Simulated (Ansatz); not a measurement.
C$_{3}$H$_{11}$GeN, SMILES `CC(C)[NH][GeH3]`. The species carries charge 0 and has multiplicity 1. The structure was optimised at the PBE0-D4/def2-TZVP level. It is one conformer, not always the lowest.

```xyz
16

C     1.064    0.629    0.850
C    -0.250   -0.082    0.581
C    -1.398    0.611    1.294
N    -0.521   -0.105   -0.851
Ge    0.664   -0.919   -2.004
H     1.908    0.112    0.384
H     1.030    1.647    0.454
H     1.263    0.675    1.923
H    -0.167   -1.104    0.992
H    -1.497    1.640    0.937
H    -1.234    0.630    2.374
H    -2.345    0.095    1.110
H    -1.468   -0.410   -1.031
H     1.839    0.027   -2.300
H    -0.122   -1.209   -3.291
H     1.234   -2.235   -1.421
```

Task: What is the dipole moment at r2SCAN/def2-TZVPP? (Best estimate.)

Result: Computed: 0.89 D, with components (-0.50, -0.40, 0.62) D in this frame, pointing from negative to positive charge.

Task: And with PBE, B3LYP, ωB97M-V? (An estimate is asked.)

Result: Ansatz gave: PBE 0.87 D, B3LYP 0.87 D, ωB97M-V 0.87 D.

Task: Give the Mulliken charges with r2SCAN, PBE, B3LYP in def2-TZVPP. (Best estimate.)

Result: Ansatz gave: 
```csv
atom,r2SCAN,PBE,B3LYP
C1,-0.16,-0.24,-0.25
C2,0.21,0.11,0.13
C3,-0.16,-0.26,-0.26
N4,-0.39,-0.30,-0.34
Ge5,0.20,0.15,0.19
H6,0.05,0.08,0.08
H7,0.05,0.08,0.08
H8,0.04,0.07,0.07
H9,0.00,0.05,0.05
H10,0.05,0.08,0.08
H11,0.04,0.07,0.07
H12,0.03,0.07,0.07
H13,0.12,0.12,0.11
H14,-0.02,-0.02,-0.02
H15,-0.02,-0.01,-0.01
H16,-0.04,-0.04,-0.04
```

B3LYP here is the variant with VWN-RPA as its local correlation; programs differ in this.
